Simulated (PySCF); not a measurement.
CH11N3Si2, SMILES C[Si@H](N)[SiH](N)N. Geometry: B3LYP-D3(BJ)/def2-SVP. The structure was generated by enumeration; whether it is a known compound was not checked. The values are those of a single conformer.

### Question
Give the equilibrium geometry at B3LYP-D3(BJ)/def2-SVP (PySCF confirms it by a frequency run) as Cartesian coordinates in Å. (An estimate is asked for; the answer gives what the named calculation found.)

### Answer
Several could match; the one computed here: 
```xyz
17

C     -1.9632     1.3707    -0.5945
Si    -1.1502    -0.3321    -0.3989
N     -1.4888    -1.1717     1.1035
Si     1.1960    -0.0703    -0.3790
N      1.7861     1.5348    -0.0612
N      1.6443    -1.0785     0.9636
H     -1.7438     1.7841    -1.5940
H     -3.0591     1.3245    -0.4813
H     -1.5689     2.0799     0.1520
H     -1.6712    -1.1980    -1.5044
H     -0.9882    -0.8533     1.9294
H     -2.4416    -1.4317     1.3454
H      1.8133    -0.3827    -1.7121
H      2.0577     2.1398    -0.8288
H      1.4486     2.0704     0.7325
H      1.0825    -1.9047     1.1500
H      2.6171    -1.2108     1.2263
```
